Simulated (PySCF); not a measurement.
# Ionisation energy of Ga⁺ by level of theory

Ga⁺ [Ar] 3d10 4s2 (1S) → Ga²⁺ [Ar] 3d10 4s1 (2S), as a difference of total energies. Calculation: PySCF 2.14, in x2c-TZVPPall (6s5p4d1f, 48 functions); scalar relativity by spin-free X2C-1e. Correlated levels: valence and next inner shell: [Ne] frozen. The calculations carry no spin-orbit coupling.

Question: Order these methods by the ionisation energy they give, lowest first.
A. SCS-MP2 (valence and next inner shell)
B. CCSD(T) (valence and next inner shell)
C. MP2 (valence and next inner shell)
D. UHF

Answer: D (18.740 eV), C (19.950 eV), A (20.004 eV), B (20.170 eV).

Errors of the correlated levels include the incompleteness of this basis and the frozen core.

For comparison: 20.515 eV (measured; NIST Atomic Spectra Database, ionization energies).
